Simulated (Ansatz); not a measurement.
Born–Oppenheimer molecular dynamics of Cl4FH3OW (10 atoms, charge 0, multiplicity 1). It starts at the highest image of a converged band, a first-order saddle point between two minima.

Level of theory: RHF/def2-SVP in Ansatz 0.2.0.

| Item | Value |
| --- | --- |
| ensemble | NVE (velocity Verlet) |
| time step | 0.5 fs |
| steps asked | 200 |
| starting velocities drawn for | 300 K |
| seed | 10333 |

First frame:

```xyz
10
Properties=species:S:1:pos:R:3
W -0.159 -0.702 -0.177
H -0.461 0.650 0.915
Cl 2.324 -0.349 -0.330
Cl 1.339 3.363 1.016
Cl -2.482 -1.163 0.059
F 0.241 -2.180 0.818
Cl -0.399 0.157 -2.276
O 1.414 1.747 1.453
H 2.133 1.293 0.964
H 0.456 1.101 1.106
```

Q: How far do the bonds stretch over the last three quarters of this one trajectory? (Pairs bonded in most of those frames.)

A: 
| bond | mean (Å) | spread (Å) | shortest | longest |
| --- | --- | --- | --- | --- |
| W1–H2 | 1.703 | 0.054 | 1.60 | 1.80 |
| W1–Cl3 | 2.634 | 0.099 | 2.52 | 2.85 |
| W1–Cl5 | 2.365 | 0.035 | 2.29 | 2.41 |
| W1–F6 | 1.835 | 0.008 | 1.82 | 1.85 |
| W1–Cl7 | 2.300 | 0.015 | 2.27 | 2.32 |
| Cl4–O8 | 1.679 | 0.039 | 1.60 | 1.72 |
| O8–H10 | 0.987 | 0.057 | 0.89 | 1.11 |

Mean temperature of the second half: 527 K. The conserved energy stayed within 0.49 meV per atom of its start (net change -0.21 meV per atom), so the integration is sound. The kinetic energy rose, since the run started high on the potential surface and went downhill. It ends in pieces (Cl3FH2W + ClHO), so much of that is their flight and rotation, not heat. A run of 0.1 ps of so small a system gives no equilibrium averages. The orbitals stay closed-shell, which can raise the energy where a bond breaks towards radicals; this wasn't checked here.

Time of the run: 8.5 min on 4 threads of Arm Neoverse V2, with other jobs on the host, peak memory 0.52 GiB.
